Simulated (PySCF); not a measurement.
# Field gradients at the hydrogen positions

Compound: C₅H₇F₃S.
SMILES with atom numbers: `[CH3:1][CH2:2][CH2:3][C@:4]1([F:5])[S:6][C:7]1([F:8])[F:9]` (hydrogens: H10, H11, H12 on C1; H13, H14 on C2; H15, H16 on C3)

Geometry (GFN2-xTB, Å), atoms numbered from 1 in this order:
```xyz
16
C5H7F3S angstrom
C      1.5262   -0.3791    0.7866
C      1.2984    0.1649   -0.6179
C     -0.0573    0.8652   -0.7724
C     -1.2004   -0.1000   -0.5990
F     -1.1079   -1.1924   -1.3964
S     -2.9014    0.5598   -0.4352
C     -1.8544   -0.3324    0.7145
F     -1.4153    0.3268    1.7968
F     -2.2082   -1.5603    1.0975
H      1.4063    0.4062    1.5293
H      2.5331   -0.7791    0.8698
H      0.8294   -1.1813    1.0167
H      2.0746    0.8929   -0.8575
H      1.3652   -0.6472   -1.3439
H     -0.1305    1.3060   -1.7689
H     -0.1654    1.6588   -0.0315
```

Level: PBE0/pcSseg-1 (PySCF, non-relativistic); Q(2H) = 0.00286 b; rigid geometry, the same for H and D, with no vibrational averaging.

Task: What are Vzz, η and χzz (234.96 MHz × Q × Vzz) at all hydrogens?

Result: 
| atom | bonded to | bond length (Å) | Vzz (au) | η | χzz (kHz) |
| --- | --- | --- | --- | --- | --- |
| H10 | C1 | 1.088 | 0.3135 | 0.03 | 211 |
| H11 | C1 | 1.087 | 0.3174 | 0.02 | 213 |
| H12 | C1 | 1.087 | 0.3143 | 0.03 | 211 |
| H13 | C2 | 1.091 | 0.3054 | 0.03 | 205 |
| H14 | C2 | 1.091 | 0.3009 | 0.02 | 202 |
| H15 | C3 | 1.092 | 0.3008 | 0.04 | 202 |
| H16 | C3 | 1.091 | 0.2980 | 0.05 | 200 |

The structure is a single GFN2-xTB conformer in the gas phase; no vibrational or solvent corrections. GFN2-xTB bond lengths can be off by several hundredths of an ångström, more for odd bonds, and the gradients follow them. The basis is small and wasn't made for field gradients, so the couplings can be 20 % off.

The run behind these numbers computed NMR shieldings as well. Hardware: one thread of an Arm Neoverse V2 (shared host). Cost: 32 s (with the writing of density and orbital grids), 1.0 GiB resident at most.
